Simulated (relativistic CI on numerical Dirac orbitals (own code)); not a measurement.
Magnetism of V3+, 3d2, in a crystal field

Calculated by Dirac-Coulomb-Breit CI, orbitals from a KLI potential per configuration, QED by a radiative potential, one configuration in a parametric crystal field, unscaled Slater integrals (own radial code). With so little scaling, terms lie 10 to 35 % too far apart, which can change the order of excited levels.

Field parameters in Wybourne normalisation: Td as Oh with Dq negative (B⁴₀ = 21Dq, B⁴₄ = √(5/14) B⁴₀). The field is a parameter set, without covalency.

S is read from ⟨S²⟩ = S(S + 1).

Powder χT (cm³ K mol⁻¹) by Van Vleck's formula, with temperature-independent terms:

| Field | 2 K | 5 K | 10 K | 20 K | 50 K | 100 K | 200 K | 300 K |
| --- | --- | --- | --- | --- | --- | --- | --- | --- |
| Td, 10Dq = -1800 cm⁻¹ | 0.606 | 0.609 | 0.615 | 0.626 | 0.66 | 0.716 | 0.827 | 0.939 |
| Td, 10Dq = -3300 cm⁻¹ | 0.775 | 0.777 | 0.78 | 0.787 | 0.806 | 0.837 | 0.899 | 0.962 |
| Td, 10Dq = -4750 cm⁻¹ | 0.843 | 0.844 | 0.846 | 0.851 | 0.864 | 0.886 | 0.929 | 0.973 |
| Td, 10Dq = -6250 cm⁻¹ | 0.88 | 0.881 | 0.883 | 0.886 | 0.896 | 0.913 | 0.946 | 0.98 |
| Td, 10Dq = -7700 cm⁻¹ | 0.903 | 0.904 | 0.905 | 0.908 | 0.916 | 0.93 | 0.957 | 0.984 |
| Td, 10Dq = -9150 cm⁻¹ | 0.919 | 0.919 | 0.921 | 0.923 | 0.93 | 0.941 | 0.964 | 0.987 |
| Td, 10Dq = -10650 cm⁻¹ | 0.93 | 0.931 | 0.932 | 0.934 | 0.94 | 0.95 | 0.969 | 0.989 |
| Td, 10Dq = -12100 cm⁻¹ | 0.939 | 0.94 | 0.94 | 0.942 | 0.947 | 0.956 | 0.973 | 0.99 |

For Td, 10Dq = -12100 cm⁻¹: what effective moment follows at 300 K?

μ_eff = √(8χT) = 2.81 μB. The ground level has S = 1.00; the spin-only moment for S = 1 is 2.83 μB. The difference comes from the orbital moment, spin-orbit mixing of terms and temperature-independent paramagnetism, all larger in this ionic model than in covalent complexes.
